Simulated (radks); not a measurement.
Values are calculated unless marked as measured or tabulated.
Species: Re VII. Configuration: [Xe] 4f14 5d1. Code: a radial shooting solver on a logarithmic mesh with Libxc functionals. Model: scalar-relativistic Kohn-Sham, revPBE, spin-polarised, spherical densities, finite nucleus; open shells are filled with parallel spins first (spin-orbit coupling, left out, can overturn this in heavy ions); Fermi nuclear charge, rms radius 5.3698 fm.

Local quantities along the radius. ELF = 1/(1 + alpha^2) is the electron localisation function; alpha = (tau - tau_W)/tau_unif compares the Pauli kinetic energy density with that of the uniform gas (summed over spins); -r V(r) is the screened charge that the Kohn-Sham potential of spin up presents (atomic units); r v_xc is r times the local exchange-correlation potential of spin up (hartree bohr). tau is taken from the large components.

r (bohr)    ELF    alpha  -r V(r)   r v_xc
0.001198  0.999  0.02413    74.50  -0.1479
0.001384  0.999  0.02509    74.40  -0.1580
0.001611  0.999  0.02640    74.30  -0.1706
0.00186   0.999  0.02797    74.17  -0.1845
0.002148  0.999  0.02996    74.04  -0.2002
0.002501  0.999  0.03265    73.87  -0.2190
0.002888  0.999  0.03591    73.69  -0.2387
0.003336  0.998  0.04012    73.47  -0.2603
0.003852  0.998  0.04560    73.23  -0.2837
0.004485  0.997  0.05330    72.94  -0.3101
0.005179  0.996  0.06321    72.62  -0.3365
0.005981  0.994  0.07681    72.26  -0.3637
0.006963  0.991  0.09719    71.82  -0.3928
0.008042  0.985   0.1252    71.35  -0.4199
0.009287  0.973   0.1666    70.81  -0.4456
0.01073   0.950   0.2290    70.21  -0.4690
0.01249   0.901   0.3309    69.49  -0.4900
0.01442   0.813   0.4795    68.72  -0.5057
0.01665   0.673   0.6963    67.86  -0.5171
0.01939   0.502   0.9954    66.84  -0.5255
0.02239   0.380    1.278    65.76  -0.5336
0.02586   0.332    1.419    64.57  -0.5511
0.02986   0.362    1.329    63.27  -0.5916
0.03477   0.469    1.065    61.76  -0.6617
0.04015   0.600   0.8158    60.20  -0.7390
0.04637   0.702   0.6522    58.48  -0.8103
0.05398   0.743   0.5885    56.50  -0.8675
0.06234   0.711   0.6373    54.46  -0.8981
0.072     0.600   0.8160    52.26  -0.9043
0.08315   0.443    1.121    49.91  -0.8941
0.0968    0.346    1.374    47.27  -0.8972
0.1118    0.388    1.256    44.68  -0.9626
0.1291    0.535   0.9317    42.00   -1.079
0.1503    0.681   0.6846    39.06   -1.187
0.1736    0.723   0.6192    36.19   -1.234
0.2005    0.642   0.7462    33.28   -1.213
0.2315    0.428    1.156    30.32   -1.134
0.2695    0.270    1.644    27.19   -1.063
0.3113    0.344    1.382    24.36   -1.167
0.3595    0.559   0.8880    21.60   -1.326
0.4185    0.698   0.6580    18.80   -1.442
0.4833    0.704   0.6482    16.37   -1.463
0.5582    0.616   0.7888    14.22   -1.399
0.6446    0.467    1.069    12.40   -1.288
0.7504    0.355    1.347    10.83   -1.185
0.8667    0.377    1.285    9.668   -1.158
1.001     0.499    1.002    8.783   -1.173
1.165     0.613   0.7946    8.067   -1.157
1.346     0.625   0.7754    7.550   -1.076
1.554     0.525   0.9519    7.142  -0.9248
1.795     0.326    1.438    6.815  -0.7274
2.089     0.125    2.650    6.592  -0.5634
2.413     0.034    5.294    6.518  -0.5099
2.787     0.008    11.39    6.488  -0.4859
3.244     0.001    28.15    6.390  -0.3899
3.747     0.000    77.52    6.255  -0.2550
4.327     0.000    265.9    6.140  -0.1399

On this mesh the ELF has minima near r = 0.026, 0.097, 0.27, 0.75 bohr, which separate the shells, and maxima near 0.054 (0.74), 0.17 (0.72), 0.48 (0.70), 1.3 (0.62).
